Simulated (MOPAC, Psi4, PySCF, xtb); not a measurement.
Approach curve of the dimer CH5N ··· Li+ (SMILES CN and [Li+]) (charge +1). Monomers: optimised at B3LYP-D3(BJ) (def2-TZVP), held rigid. Orientation: lowest of the rigid-body minima from ten starts at GFN2-xTB (searched outside a hard wall at short contacts). The monomers approach along the line of their centres of mass (distance R); nothing else relaxes. The shortest distances reach bonding range, where SAPT0 and rigid monomers are unreliable.

RKS-B3LYP/6-31G* = restricted B3LYP/6-31G*, spherical d, no counterpoise correction in PySCF; PM6, restricted, heats of formation (MOPAC); GFN1-xTB (xtb); SAPT0/jun-cc-pVDZ, all electrons correlated (Psi4).

Interaction energies in kJ/mol; the last columns give the difference from SAPT0:

| R / Å | RKS-B3LYP/6-31G* | PM6 | GFN1-xTB | SAPT0/jun-cc-pVDZ | RKS-B3LYP/6-31G* − SAPT0/jun-cc-pVDZ | PM6 − SAPT0/jun-cc-pVDZ | GFN1-xTB − SAPT0/jun-cc-pVDZ |
|---|---|---|---|---|---|---|---|
| 2.09 | -181.99 | -125.64 | -170.59 | -154.95 | -27.04 | 29.31 | -15.64 |
| 2.27 | -193.32 | -142.32 | -172.43 | -166.43 | -26.89 | 24.10 | -6.00 |
| 2.50 | -184.96 | -138.41 | -165.09 | -158.84 | -26.12 | 20.43 | -6.25 |
| 2.70 | -169.11 | -125.13 | -154.98 | -143.82 | -25.28 | 18.69 | -11.16 |
| 2.93 | -148.33 | -107.06 | -142.66 | -124.18 | -24.15 | 17.12 | -18.48 |
| 3.31 | -116.09 | -80.44 | -120.02 | -94.37 | -21.72 | 13.93 | -25.65 |
| 3.80 | -83.28 | -56.85 | -91.75 | -65.85 | -17.42 | 9.00 | -25.90 |
| 4.46 | -52.74 | -38.78 | -61.57 | -42.47 | -10.27 | 3.69 | -19.10 |
| 5.50 | -27.64 | -24.40 | — | -24.39 | -3.25 | -0.02 | — |
| 6.75 | -14.47 | -15.67 | — | -14.64 | 0.17 | -1.03 | — |

RKS-B3LYP/6-31G* is furthest from SAPT0/jun-cc-pVDZ at 2.09 (-27.04 kJ/mol, below); its mean absolute difference over the points is 18.23 kJ/mol.

PM6 is furthest from SAPT0/jun-cc-pVDZ at 2.09 (29.31 kJ/mol, above); its mean absolute difference over the points is 13.73 kJ/mol.

GFN1-xTB is furthest from SAPT0/jun-cc-pVDZ at 3.80 (-25.90 kJ/mol, below); its mean absolute difference over the points is 16.02 kJ/mol.

A dash means that the run gave no value there, or that the column was ended at a point which the program doubted or which failed a test of continuity chosen for this set; such a test can also cut sound points.
